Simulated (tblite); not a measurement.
Compound: C8H4Cl (doublet state).
InChI=1S/C8H4Cl/c1-2-7-4-3-5-8(9)6-7/h1,3-4,6H

Calculated harmonic vibrations of the isolated species, GFN2-xTB (tblite), most abundant isotopes, no scaling. Against measured fundamentals such values can be off by several per cent, at times by over 20. Open shells enter through the occupations alone, without spin polarisation, and single modes of such species can be off by tens of per cent.

Harmonic wavenumbers (cm⁻¹): 113.5, 121.6, 170.1, 257.8, 331.7, 379.4, 385.8, 451.7, 462.8, 517.9, 599.5, 623.9, 672.5, 672.9, 789.1, 819.5, 838.0, 887.5, 968.1, 1093.8, 1133.3, 1191.8, 1221.3, 1269.2, 1364.1, 1403.8, 1514.7, 1579.6, 2259.8, 3080.4, 3087.1, 3089.7, 3395.2.

A = 2853, B = 901.9, C = 685.3 MHz; mass 135.000 u (most abundant isotopes); point group Cs, symmetry number 1; spin multiplicity 2.

Task: What is the zero-point energy?

Result: ½Σν̃ = 18374 cm⁻¹ = 219.80 kJ/mol.

Task: What is S at 298.15 K and 1 bar for an ideal gas of classical rigid rotors and harmonic oscillators?

Result: Translation 170.03, rotation 123.80, vibration 77.56, spin (R ln 2) 5.76: S = 377.2 J/(mol K).

Task: And Cp and H(298.15 K) − H(0)?

Result: Cp = 133.98 J/(mol K), of which vibrations give 100.72 (their classical limit is 33 R = 274.4); H(298.15 K) − H(0) = 23.68 kJ/mol without the zero-point energy, 13.77 from vibrations.

Task: How do the functions run with temperature in this model?

Result: 
```
T (K)  S (J/(mol K))  Cp (J/(mol K))  H − H(0) (kJ/mol)  G − H(0) (kJ/mol)  ln q(vib)
  150          305.6            79.0               7.79             -38.05       1.23
  250          355.1           117.2              17.63             -71.13       2.89
  400          421.0           164.4              38.94            -129.44       5.71
  600          496.2           206.0              76.32            -221.38       9.55
  900          587.1           241.6             143.99            -384.44      14.92
```

q(vib) and H(0) count from the zero-point level.

Task: Blend soft modes into free rotors: weight 1/[1 + (100 cm⁻¹/ν̃)⁴] for the oscillator and the rest for a rotor with moment μB/(μ + B), μ = h/(8π²ν), B = 10⁻⁴⁴ kg m². What vibrational entropy results?

Result: 76.29 J/(mol K) in place of 77.56, which changes −T·S at 298.15 K by +0.38 kJ/mol.

Task: Which modes carry the vibrational entropy at 298.15 K?

Result: 113.5 cm⁻¹: 13.42; 121.6 cm⁻¹: 12.86; 170.1 cm⁻¹: 10.19; 257.8 cm⁻¹: 7.01; 331.7 cm⁻¹: 5.24; 379.4 cm⁻¹: 4.36 J/(mol K); the other 27 give 24.47 together.

Hindered rotation and anharmonicity are outside this model.
